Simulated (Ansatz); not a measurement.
`OC(F)CF` and `O[CH](F)[GeH2][F]` differ in one atom or group.

Ansatz, PBE0-D4/def2-TZVP geometries, multiplicity 1. Each molecule was computed in one conformer, which needn't be the lowest.

Scalar relativity is left out up to krypton.

| property | `OC(F)CF` |
| --- | --- |
| size of the dipole moment (ωB97M-V/def2-TZVPP) / D | 2.10 |
| HOMO–LUMO gap (PBE0/def2-TZVPP) / eV | 10.25 |
| LUMO energy (ωB97M-V/def2-TZVPP) / eV | 2.70 |
| HOMO energy (PBE/def2-TZVPP) / eV | -7.46 |
| size of the dipole moment (PBE/def2-TZVPP) / D | 1.94 |
| LUMO energy (B3LYP/def2-TZVPP) / eV | 0.67 |

(1) What does the change do to each property? (An estimate is asked.)

Results:

(1) Computed: 
```tsv
property	`O[CH](F)[GeH2][F]`	shift
size of the dipole moment (ωB97M-V/def2-TZVPP) / D	2.72	0.62
HOMO–LUMO gap (PBE0/def2-TZVPP) / eV	8.43	-1.82
LUMO energy (ωB97M-V/def2-TZVPP) / eV	1.64	-1.06
HOMO energy (PBE/def2-TZVPP) / eV	-7.05	0.41
size of the dipole moment (PBE/def2-TZVPP) / D	2.65	0.71
LUMO energy (B3LYP/def2-TZVPP) / eV	-0.43	-1.10
```

With PBE0 the HOMO rises by 0.65 eV and the LUMO falls by 1.19 eV, so the gap narrows by about 1.84 eV. PBE moves the HOMO by 0.41 eV and ωB97M-V by 0.83 eV. Dipoles are sizes alone; their direction can turn.

B3LYP here is the variant with VWN-RPA as its local correlation; programs differ in this.
